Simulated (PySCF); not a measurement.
Compound: C7H11B.
Numbering: `[CH3:1][C:2]#[C:3][BH:4][CH2:5]/[CH:6]=[CH:7]/[CH3:8]` (hydrogens: H9, H10, H11 on C1; H12 on B4; H13, H14 on C5; H15 on C6; H16 on C7; H17, H18, H19 on C8)

Torsions of this conformer, `[CH3:1][C:2]#[C:3][BH:4][CH2:5]/[CH:6]=[CH:7]/[CH3:8]`: C3–B4–C5–C6 -170°, B4–C5–C6–C7 -110°.

The closed-shell ground state was solved at several levels (PySCF, density fitting, gas phase, non-relativistic). Isolated species at its GFN2-xTB geometry (one conformer only).

```
              level  basis functions  HOMO (eV)  LUMO (eV)  gap (eV)  dipole (D)
CAM-B3LYP/def2-SVPD              248      -7.97      -0.53      7.44        1.88
      PBE0/pcSseg-1              191      -6.63      -1.63      5.00        1.97
```

Problem. What might PBE0/def2-SVPD (248 basis functions) give for the same quantities?

Solution. HOMO -6.65 eV, LUMO -1.64 eV, gap 5.01 eV, dipole 1.96 D.

Problem. How far do the dipole and the HOMO energy spread over the levels?

Solution. The dipole runs from 1.88 to 1.97 D (mean 1.94 D) and the HOMO from -7.97 to -6.63 eV.
